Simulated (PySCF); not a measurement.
1-chlorocyclobutene (C4H5Cl), SMILES C1C=C(C1)Cl. Atoms are numbered in the order given.

```xyz
10

Cl     0.0093    -1.7866     0.0000
C     -0.0610    -0.0632     0.0000
C     -1.0739     0.8344     0.0000
C     -0.1069     2.0083     0.0000
C      1.0562     0.9533     0.0000
H     -2.1695     0.7545     0.0000
H     -0.1374     2.6549    -0.9027
H     -0.1374     2.6549     0.9027
H      1.7001     0.9556    -0.9039
H      1.7001     0.9556     0.9039
```

Geometry optimised at PBE-D3(BJ)/def2-SVP.

Two levels are set side by side: PBE/pcSseg-1 (PySCF) and B3LYP/pcSseg-1 (PySCF). GIAO shifts against HCl (³⁵Cl), TMS (¹H), TMS (¹³C) at the same level; non-relativistic, no solvent, atoms listed together averaged. Without spin–orbit terms, shifts of atoms bonded to Cl or Br come out too high at both levels. Differences are taken from unrounded values.

```json
[
 {"quantity": "δ(³⁵Cl) of Cl1 (ppm)", "B3LYP": "263.0"},
 {"quantity": "δ(¹³C) of C2 (ppm)", "B3LYP": "150.7"},
 {"quantity": "δ(¹³C) of C3 (ppm)", "B3LYP": "144.9"},
 {"quantity": "δ(¹³C) of C4 (ppm)", "B3LYP": "33.4"},
 {"quantity": "δ(¹³C) of C5 (ppm)", "B3LYP": "45.3"},
 {"quantity": "δ(¹H) of H6 (ppm)", "B3LYP": "6.45"},
 {"quantity": "δ(¹H) of H7, H8 (ppm)", "B3LYP": "2.97"},
 {"quantity": "δ(¹H) of H9, H10 (ppm)", "B3LYP": "3.22"}
]
```

Question: What does PBE give, and how far is it from B3LYP? (Estimate from the structure and the level; the computed values follow.)

Answer: 
```
quantity                  PBE  PBE minus B3LYP
----------------------  -----  ---------------
δ(³⁵Cl) of Cl1 (ppm)    286.2             23.2
δ(¹³C) of C2 (ppm)      146.1             -4.6
δ(¹³C) of C3 (ppm)      141.5             -3.4
δ(¹³C) of C4 (ppm)       34.2              0.8
δ(¹³C) of C5 (ppm)       46.3              1.1
δ(¹H) of H6 (ppm)        6.40            -0.05
δ(¹H) of H7, H8 (ppm)    3.02             0.05
δ(¹H) of H9, H10 (ppm)   3.28             0.07
```

Rough cost on one machine, each run with all the roots and properties that it gave: B3LYP against PBE within a factor of 2.
